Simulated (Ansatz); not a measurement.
Two isomers of CH7NSSi: A = `N[SiH2]CS`, B = `C[SiH](N)S`.

Program: Ansatz. Geometries: PBE0-D4/def2-TZVP. ΔE: electronic, gas phase. CCSD(T)/CBS is the MP2 limit (def2-TZVPP, def2-QZVPP) plus CCSD(T) − MP2 in def2-TZVPP, frozen cores. Functionals use def2-TZVPP. B3LYP here is the variant with VWN-RPA as its local correlation; programs differ in this. One conformer a species, not always the lowest.

Task: Which is lower in electronic energy at CCSD(T)/CBS, and by how much? (Best estimate.)

Result: Ansatz gave: B, by 30.0 kcal/mol.

Task: Give E(B) − E(A) in kcal/mol with PBE-D4, CCSD/def2-TZVPP, HF/def2-TZVPP, r2SCAN-D4, B2PLYP, MP2/def2-TZVPP, B3LYP. (Best estimate.)

Result: Ansatz gave: PBE-D4 -29.3, CCSD/def2-TZVPP -29.8, HF/def2-TZVPP -30.6, r2SCAN-D4 -31.0, B2PLYP -30.0, MP2/def2-TZVPP -30.4, B3LYP -29.7. None reverses the order clearly.

Largest T1 diagnostic: 0.010.

From PBE to PBE0 (25 % exact exchange), in def2-TZVPP and without D4, E(B) − E(A) moves by −0.7 kcal/mol.
